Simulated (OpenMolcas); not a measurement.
Ag4+ (d7) among equal point charges was computed by CASSCF with the d shell active (OpenMolcas, ANO-RCC-VDZP on the metal). Its lowest spin-free states, and all those of the highest spin:

```json
{"2S+1": "4", "Degeneracy": "1", "E (cm-1)": "0.0"}
{"2S+1": "4", "Degeneracy": "2", "E (cm-1)": "1684"}
{"2S+1": "4", "Degeneracy": "1", "E (cm-1)": "4264"}
{"2S+1": "4", "Degeneracy": "2", "E (cm-1)": "5541"}
{"2S+1": "4", "Degeneracy": "1", "E (cm-1)": "9454"}
{"2S+1": "2", "Degeneracy": "1", "E (cm-1)": "15157"}
{"2S+1": "2", "Degeneracy": "1", "E (cm-1)": "18048"}
{"2S+1": "2", "Degeneracy": "2", "E (cm-1)": "18532"}
{"2S+1": "4", "Degeneracy": "2", "E (cm-1)": "18767"}
{"2S+1": "2", "Degeneracy": "1", "E (cm-1)": "19532"}
{"2S+1": "2", "Degeneracy": "1", "E (cm-1)": "20129"}
{"2S+1": "2", "Degeneracy": "2", "E (cm-1)": "20833"}
{"2S+1": "4", "Degeneracy": "1", "E (cm-1)": "25399"}
```

Q: Is the site octahedral, tetrahedral or cube-like, axial, or of lower symmetry?

A: The states with 2S+1 = 4 have orbital degeneracies 1, 2, 1, 2, 1, 2, 1. There are pairs but no triples, so the site is axial: not cubic, but with a proper or improper axis of order three or more. The run had Ag4+ among 5 point charges of -1.5 e arranged as a square pyramid (C4v), 1.92 Å from the ion, with the axial distance 1.747 Å.

Spin-orbit coupling mixes the spin-free states strongly: the lowest level takes only 62 % from its leading state, an unlabelled state of the same spin as most of the rest. Without dynamic correlation the repulsion within the d shell is too large (B by tens of per cent), so at a given field states of lower spin stand too high. Point charges give a weaker field than real ligands, and real ions of this kind are as a rule low spin; the high spin found here belongs to the model. Point charges carry no covalency, so the field is a model and not that of real ligands. An unlabelled pair can be two single states that coincide in this model. No measured value stands beside these numbers.
